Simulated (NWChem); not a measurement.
System: CH6N2Si2; SMILES N1=C[Si@@H]([SiH2]1)N

Here is an NWChem input.

```
start job
memory heap 200 mb stack 900 mb global 1100 mb
geometry units angstroms noautoz
  N      0.435939    -2.248123     0.585620
  Si     0.072008    -0.844926    -0.337164
  C     -1.464944     0.296909    -0.066674
  N     -1.058437     1.516184    -0.000742
  Si     0.741112     1.371319     0.081256
  H      0.538127    -2.246052     1.592278
  H      0.401691    -3.181885     0.197003
  H      0.115575    -1.289924    -1.766951
  H     -2.552673     0.080528    -0.035326
  H      1.218566     1.725814     1.454101
  H      1.470132     2.245819    -0.890239
end
basis spherical
  * library 6-31+g*
end
dft
  xc r2scan
  iterations 150
  vectors input atomic output neutral.movecs
end
task dft energy
charge 1
dft
  odft
  mult 2
  vectors input atomic output cation.movecs
end
task dft energy
charge -1
dft
  odft
  mult 2
  vectors input atomic output anion.movecs
end
task dft energy
```

Geometry: optimised at PBE0/def2-SVP.

Ions are spin-unrestricted doublets at the neutral geometry; other ion states weren't tried.

Problem. Predict the main results of this run. (r2SCAN/6-31+G* (spherical d), vertical spin-unrestricted ions.) Quantities: vertical ionisation energy, ΔSCF (eV); −ε(HOMO) (eV).

Solution. 
| Quantity | Value |
|---|---|
| vertical ionisation energy, ΔSCF (eV) | 8.31 |
| −ε(HOMO) (eV) | 5.50 |
